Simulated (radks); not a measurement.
Task: The mean radii <r> (bohr) of the occupied orbitals of an atom or ion are listed with their occupations. Method: non-relativistic Kohn-Sham, LDA (Slater exchange, Perdew-Wang correlation), spin-unpolarised, spherical densities, point nucleus; computed with a radial shooting solver on a logarithmic mesh with Libxc functionals.

orbital  occ.      <r>
1s          2  0.02489
2s          2   0.1047
2p          6  0.08874
3s          2   0.2484
3p          2   0.2352

Name the element and its charge.

Result: Z = 61, promethium, charge +47: Pm47+ in [Ne] 3s2 3p2. The 1s radius gives Z: for a bare nucleus <r> = 1.5/Z, 0.02459 bohr for Z = 61, and screening makes it slightly larger (0.02489 here). The occupations add up to 14, and the charge is Z minus that.
